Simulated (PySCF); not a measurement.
Constitutional and geometric isomers with formula C4H4. Gas-phase values, no solvent. Strings in code marks are SMILES.

Level of theory: B3LYP-D3(BJ)/def2-TZVP (PySCF). All candidates: neutral, multiplicity 1. B3LYP has the VWN-RPA correlation part, as in Gaussian. 

HOMO: -5.40 eV
dipole moment: 0.00 D
LUMO: -1.80 eV

Question: Name which member has these values.
A) `C#CC=C`
B) `C1=CC=C1`
C) `C=C=C=C`
D) `C=C1C=C1`

Answer: B, `C1=CC=C1`. The others give `C=C1C=C1`: -5.79 eV, 2.13 D, -0.82 eV; `C=C=C=C`: -6.88 eV, 0.00 D, -1.81 eV; `C#CC=C`: -6.98 eV, 0.42 D, -1.20 eV
